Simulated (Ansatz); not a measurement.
Reaction (hydrogenolysis of the Si–C bond): `C=C[SiH2]O[SiH2]F` + H₂ → `F[SiH2]O[SiH3]` + ethylene

Computed with Ansatz on PBE0-D4/def2-TZVP structures; ΔE is electronic, products minus reactants. CCSD(T)/CBS is the MP2 limit (def2-TZVPP, def2-QZVPP) plus CCSD(T) − MP2 in def2-TZVPP, frozen cores. This one scheme is used for every species. DFT in def2-TZVPP. Each species was taken in one conformer, which may not be the lowest.

CCSD(T)/CBS gives -0.12 eV.

(1) Another level gave -0.28 eV. Which?
A. BHLYP/def2-TZVPP
B. PBE0-D4/def2-TZVPP
C. HF/def2-TZVPP
D. B2PLYP/def2-TZVPP

Largest T1 diagnostic among the species: 0.012.

Results:

(1) A. BHLYP -0.28, PBE0-D4 -0.11, B2PLYP -0.19, HF/def2-TZVPP -0.39 eV.

At CCSD(T), def2-SVP lies −0.12 eV from the extrapolated value and def2-TZVPP −0.03 eV. From r2SCAN to r2SCAN0 (25 % exact exchange), in def2-TZVPP and without D4, ΔE moves by −0.04 eV.
